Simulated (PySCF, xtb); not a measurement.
silylphosphine (H5PSi), SMILES [SiH3]P.

Geometry optimised at PBE0-D3(BJ)/def2-TZVP.

Calculation: PySCF with C-PCM-B3LYP/def2-SVP.

The values are the electrostatic part of the solvation free energy, E(continuum) − E(gas) at the gas-phase geometry, in a cavity of scaled van der Waals radii (PySCF's table); cavitation and dispersion terms are not included. In vacuum the orbital gap is 7.96 eV. The dipole moment in vacuum is 0.74 D.

Computed values in water (ε = 78.36), acetone (ε = 20.49), dimethylsulfoxide (ε = 46.83):
```tsv
solvent	ε	ΔG(elec) (kcal/mol)	dipole (D)	gap (eV)
water	78.36	-1.1	1.03	8.02
acetone	20.49	-1.1	1.02	8.01
dimethylsulfoxide	46.83	-1.1	1.03	8.02
```

For comparison, GFN2-xTB/ALPB(water) (xtb, at the GFN2-xTB geometry, all terms of that model) gives 0.5 kcal/mol.
